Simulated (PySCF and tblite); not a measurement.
The numbers below are computed, except where a source is named.
System: C2H3F3GeO2, numbered as in [O:1]=[C:2]([O:3][GeH3:4])[C:5]([F:6])([F:7])[F:8].

Motion: shift of Ge4 from O3 to O1. GFN2-xTB gives an electronic barrier of 9.3 kcal/mol.

Spin–orbit effects of heavy atoms on shieldings are missing.

PBE0/pcSseg-1 + D3(BJ) on PBE0-D3(BJ)/def2-SVP geometries gives 14.7 kcal/mol and k(298 K) = 809 s⁻¹.

Q: What does PBE0/pcSseg-1 + D3(BJ), IEF-PCM methanol give on PBE0-D3(BJ)/def2-SVP geometries?

A: A barrier of 15.7 kcal/mol, 1.0 above the first DFT barrier (from unrounded values) and, with GFN2-xTB thermal terms, ΔG‡(298 K) = 14.9 kcal/mol and k = 150 s⁻¹ (2 equivalent paths).

Programs: tblite and PySCF.
